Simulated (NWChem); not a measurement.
The numbers come from NWChem runs, not from measurements. System: HAl, charge 0, spin multiplicity 3, at the geometry of a parent with another charge or spin, in a state set for the comparison that need not be this species' ground state. Its SCF solution wasn't tested for a lower state. Level: ROCCSD(T)/def2-TZVP, 5 core orbitals frozen.

Input file:

```
start mol
memory heap 100 mb stack 700 mb global 1900 mb
geometry units angstroms nocenter noautoz
  Al     0.000000     0.000000     0.120297
  H      0.000000     0.000000    -1.563858
  symmetry group C2v
end
basis spherical
  * library def2-tzvp
end
scf
  rohf
  nopen 2
  maxiter 100
  thresh 1e-7
  semidirect memsize 60000000 filesize 0
  # guess.movecs holds the orbitals of an unrestricted PBE0 run
  vectors input guess.movecs output mol.movecs
end
tce
  freeze core 5
  ccsd(t)
  2eorb
  2emet 13
  thresh 1e-6
  maxiter 100
  tilesize 24
end
task tce energy
```

Output (cleaned and shortened):

```
             Northwest Computational Chemistry Package (NWChem) 7.3.0
             --------------------------------------------------------

                                NWChem Input Module
                                -------------------

 Scaling coordinates for geometry "geometry" by  1.889725989
 (inverse scale =  0.529177249)

 Turning off AUTOSYM since
 SYMMETRY directive was detected!

                             Geometry "geometry" -> ""
                             -------------------------

 Output coordinates in angstroms (scale by  1.889725989 to convert to a.u.)

  No.       Tag          Charge          X              Y              Z
 ---- ---------------- ---------- -------------- -------------- --------------
    1 Al                  13.0000     0.00000000     0.00000000     0.12029700
    2 H                    1.0000     0.00000000     0.00000000    -1.56385800

 Effective nuclear repulsion energy (a.u.)       4.0847215589

            Nuclear Dipole moment (a.u.)
            ----------------------------
        X                 Y               Z
 ---------------- ---------------- ----------------
     0.0000000000     0.0000000000     0.0000056692

      Symmetry information
      --------------------

 Group name             C2v
 Group number             16
 Group order               4
 No. of unique centers     2

      Symmetry unique atoms

     1    2


 Summary of "ao basis" -> "" (spherical)
 ------------------------------------------------------------------------------
       Tag                 Description            Shells   Functions and Types
 ---------------- ------------------------------  ------  ---------------------
 *                         def2-tzvp                  on all atoms

 Summary of "ao basis" -> "ao basis" (spherical)
 ------------------------------------------------------------------------------
       Tag                 Description            Shells   Functions and Types
 ---------------- ------------------------------  ------  ---------------------
 Al                        def2-tzvp                13       37   5s5p2d1f
 H                         def2-tzvp                 4        6   3s1p

                                 NWChem SCF Module
                                 -----------------

  ao basis        = "ao basis"
  functions       =    43
  atoms           =     2
  closed shells   =     6
  open shells     =     2
  charge          =   0.00
  wavefunction    = ROHF
  use symmetry    = T
  symmetry adapt  = T

 Summary of "ao basis" -> "ao basis" (spherical)
 ------------------------------------------------------------------------------
       Tag                 Description            Shells   Functions and Types
 ---------------- ------------------------------  ------  ---------------------
 Al                        def2-tzvp                13       37   5s5p2d1f
 H                         def2-tzvp                 4        6   3s1p

      Symmetry analysis of basis
      --------------------------

        a1         20
        a2          3
        b1         10
        b2         10

 Forming initial guess at       0.0s

      Symmetry analysis of molecular orbitals - initial
      -------------------------------------------------

  Numbering of irreducible representations:

     1 a1          2 a2          3 b1          4 b2

  Orbital symmetries:

     1 a1          2 a1          3 b1          4 b2          5 a1
     6 a1          7 a1          8 b2          9 b1         10 a1
[...]
     3     -0.404842  1 Al s                 39      0.251924  2 H  s

 center of mass
 --------------
 x =   0.00000000 y =   0.00000000 z =   0.11273144

 moments of inertia (a.u.)
 ------------------
           9.840577929039           0.000000000000           0.000000000000
           0.000000000000           9.840577929039           0.000000000000
           0.000000000000           0.000000000000           0.000000000000

  Mulliken analysis of the total density
  --------------------------------------

    Atom       Charge   Shell Charges
 -----------   ------   -------------------------------------------------------
    1 Al  13    12.92   2.00  0.65  1.33  0.82  0.46  2.92  2.28  0.81  0.87  0.70  0.03  0.04  0.01
    2 H    1     1.08   0.20  0.54  0.33  0.01

 Mulliken analysis of the open-shell density
 -------------------------------------------

    Atom       Charge   Shell Charges
 -----------   ------   -------------------------------------------------------
    1 Al  13     1.91   0.00  0.01 -0.01  0.32  0.25  0.02 -0.00 -0.00  0.68  0.63  0.01  0.01  0.00
    2 H    1     0.09   0.02  0.05  0.02  0.00

       Multipole analysis of the density wrt the origin
       ------------------------------------------------

     L   x y z        total         open         nuclear
     -   - - -        -----         ----         -------
     0   0 0 0     -0.000000     -2.000000     14.000000

     1   1 0 0      0.000000      0.000000      0.000000
     1   0 1 0     -0.000000     -0.000000      0.000000
     1   0 0 1      0.361219     -1.523894      0.000006

     2   2 0 0     -8.749350     -4.700883      0.000000
     2   1 1 0     -0.000000      0.000000      0.000000
     2   1 0 1     -0.000000      0.000000      0.000000
     2   0 2 0    -14.245025    -10.208177      0.000000
     2   0 1 1      0.000000      0.000000      0.000000
     2   0 0 2    -12.531906     -7.778126      9.405396

                   NWChem Extensible Many-Electron Theory Module
                   ---------------------------------------------


            General Information
            -------------------
      Number of processors :     1
         Wavefunction type : Restricted open-shell Hartree-Fock
          No. of electrons :    14
           Alpha electrons :     8
            Beta electrons :     6
           No. of orbitals :    86
            Alpha orbitals :    43
             Beta orbitals :    43
        Alpha frozen cores :     5
         Beta frozen cores :     5
     Alpha frozen virtuals :     0
      Beta frozen virtuals :     0
         Spin multiplicity : triplet
    Number of AO functions :    43
       Number of AO shells :    17
        Use of symmetry is : on
      Symmetry adaption is : on
         Schwarz screening : 0.10D-09

          Correlation Information
          -----------------------
          Calculation type : Coupled-cluster singles & doubles w/ perturbation
   Perturbative correction : (T)
            Max iterations :      100
        Residual threshold : 0.10D-05
     T(0) DIIS level shift : 0.00D+00
     L(0) DIIS level shift : 0.00D+00
     T(1) DIIS level shift : 0.00D+00
     L(1) DIIS level shift : 0.00D+00
     T(R) DIIS level shift : 0.00D+00
     T(I) DIIS level shift : 0.00D+00
   CC-T/L Amplitude update :  5-th order DIIS
                I/O scheme : Global Array Library
        L-threshold :  0.10D-05
        EOM-threshold :  0.10D-05
 no EOMCCSD initial starts read in
 TCE RESTART OPTIONS
 SLICE:      F
 D4D5:       F
 quantumc:   F
 qrotation:  F
 pwtce:      F
 qducc:      F
 nacto:                         0
 nrotv:                         0
 nrot:                          0

            Memory Information
            ------------------
          Available GA space size is     249033102 doubles
          Available MA space size is     104853724 doubles

 Maximum block size supplied by input
 Maximum block size        24 doubles

 tile_dim =     15

 -------------------------------------------------

 Global array virtual files algorithm will be used

 Parallel file system coherency ......... OK

 4-electron integrals stored in orbital form

 v2    file size   =           181555
 4-index algorithm nr.  13 is used
 imaxsize =       30
 imaxsize ichop =        0


CCSD iterations
 ---------------------------------------------------------
 Iter          Residuum       Correlation     Cpu    Wall
 ---------------------------------------------------------
    1   0.0625636057163  -0.0434716717624     0.1     0.1
    2   0.0212684691679  -0.0518182608478     0.1     0.1
    3   0.0097425576444  -0.0540585710870     0.1     0.1
    4   0.0048387606238  -0.0550201616298     0.1     0.1
    5   0.0030351194119  -0.0554203235907     0.1     0.1
    6   0.0009352493657  -0.0559186844114     0.1     0.1
    7   0.0004819029651  -0.0559300380023     0.1     0.1
    8   0.0002705076654  -0.0559453949551     0.1     0.1
    9   0.0001776550455  -0.0559529316499     0.1     0.1
   10   0.0001133598605  -0.0559588383274     0.1     0.1
   11   0.0000157615831  -0.0559698232412     0.1     0.1
   12   0.0000086596855  -0.0559708880994     0.1     0.1
   13   0.0000034809261  -0.0559716481048     0.1     0.1
   14   0.0000027001220  -0.0559718262750     0.1     0.1
   15   0.0000012352291  -0.0559720216714     0.1     0.1
   16   0.0000003966502  -0.0559722126069     0.1     0.1
 -----------------------------------------------------------------
 Iterations converged
 CCSD correlation energy / hartree =        -0.055972212606892
 CCSD total energy / hartree       =      -242.466591487584793

 Singles contributions
     7a1  (beta ) ---     6a1  (beta )        0.1027479762

 Doubles contributions
 CCSD(T)
 Using plain CCSD(T) code
             total no. of tasks          225
 total no. of tasks / no. procs          225
                         wl_min            1           1.0
                         wl_max         3375           3.9
        thresh for no. of tasks          225

 CCSD[T]  correction energy / hartree =        -0.001809657291764
 CCSD[T] correlation energy / hartree =        -0.057781869898656
 CCSD[T] total energy / hartree       =      -242.468401144876566
 CCSD(T)  correction energy / hartree =        -0.001756437811494
 CCSD(T) correlation energy / hartree =        -0.057728650418386
 CCSD(T) total energy / hartree       =      -242.468347925396301

 Task  times  cpu:        2.3s     wall:        2.3s

 Total times  cpu:        2.3s     wall:        2.3s
```
